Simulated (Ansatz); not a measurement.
Species: sum formula Si2H4F2, net charge 0, singlet state. 
Structure (B3LYP-D3(BJ)/def2-TZVP (Ansatz, a program for electronic structure) minimum search):
SMILES: F[SiH2][SiH2]F
```xyz
8

F     -1.7497    -1.3887    -0.3927
Si    -1.1767     0.0620     0.0216
Si     1.1767    -0.0620    -0.0216
F      1.7497     1.3887     0.3927
H     -1.6864     0.3874     1.3731
H     -1.6940     1.0534    -0.9488
H      1.6940    -1.0534     0.9488
H      1.6864    -0.3874    -1.3731
```

Wanted: atomisation energy (electronic, to ground-state atoms), in kcal/mol. Correlated levels leave the core frozen unless marked. Open shells are spin-unrestricted. Spin-orbit coupling is left out. No relativistic terms. The coupled-cluster limit lacks core correlation, which all-electron functionals hold. CBS marks a two-point X^-3 extrapolation of the correlation energy; Hartree-Fock from the larger set.

| level | program | atomisation energy (kcal/mol) |
|---|---|---|
| PBE-D3(BJ)/def2-TZVPD | Ansatz + dftd3 | [?] |
| PBE0/def2-TZVP | Ansatz | [?] |
| CAM-B3LYP-D4/def2-TZVPD | Ansatz + dftd4 | 645.5 |
| CAM-B3LYP/def2-TZVPD | Ansatz | 642.6 |
| LC-wPBE/def2-TZVPD | Ansatz | [?] |
| B2PLYP/def2-TZVPD | Ansatz | 633.4 |
| SCS-MP2/cc-pV(D+d)Z | Ansatz | 587.9 |
| CCSD/cc-pV(T+d)Z | Ansatz | 619.2 |
| CCSD(T)/CBS(aug-cc-pV(T+d)Z,aug-cc-pV(Q+d)Z) | Ansatz | 648.7 |

### Question
What belongs in the gaps?

### Answer

- PBE-D3(BJ)/def2-TZVPD, atomisation energy (kcal/mol): 638.6
- PBE0/def2-TZVP, atomisation energy (kcal/mol): 627.8
- LC-wPBE/def2-TZVPD, atomisation energy (kcal/mol): 636.6
